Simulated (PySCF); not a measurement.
Dipole response of Ni³⁺ (nickel, charge +3)

[Ar] 3d7, high-spin 4F determinant. Calculation: PySCF 2.14, in aug-cc-pVDZ (7s6p4d2f, 59 functions); the non-relativistic Hamiltonian (point nucleus). Coupled (time-dependent) response in atomic units; α is the mean over directions. A double-zeta set is small for polarisabilities.

```json
{"method": "LC-wPBE", "mean α (bohr³)": "1.704", "C₆ (like pair)": "3.994", "S(−4)": "0.9690"}
```

S(−4) is the Cauchy moment in α(ω) = α(0) + S(−4) ω² + …

α(iu) at LC-wPBE:

| u (hartree) | α(iu) (bohr³) |
| --- | --- |
| 0 | 1.704 |
| 0.0500 | 1.702 |
| 0.100 | 1.695 |
| 0.200 | 1.667 |
| 0.300 | 1.625 |
| 0.500 | 1.513 |
| 0.750 | 1.356 |
| 1.00 | 1.209 |
| 1.50 | 0.9642 |
| 2.00 | 0.7798 |
| 3.00 | 0.5346 |
| 5.00 | 0.2927 |

A single London oscillator, α(iu) = α/(1 + u²/ω²), gives C₆ = (3/4) ω α². Matching the computed C₆ needs ω = 4 × 3.994 / (3 × 1.704²) = 1.83 hartree.

For an ion, C₆ is the dispersion term alone; charge-induced terms of lower order in 1/R come first.
